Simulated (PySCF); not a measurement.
A calculated (M06-2X, PySCF 2.14, jorge-DZP-DKH, the spin-free X2C one-electron Hamiltonian (Gaussian nucleus)) atom or ion has these occupied shells.

```csv
shell,electrons,orbital energy (eV),"rms radius, mean of both spins (bohr)"
1s β,1,-8302.6,0.0625
1s α,1,-8302.6,0.0625
2s α,1,-1013.7,0.266
2s β,1,-1012.9,0.266
2p α,3,-874.63,0.238
2p β,3,-873.98,0.238
3s α,1,-123.96,0.802
3s β,1,-122.73,0.802
3p α,3,-83.034,0.856
3p β,3,-81.347,0.856
3d α,5,-16.649,1.16
3d β,4,-15.483,1.16
```

**Question.** Name the element and its charge.

**Answer.** Ni⁺ (nickel, charge +1), in [Ar] 3d9, 2D determinant.
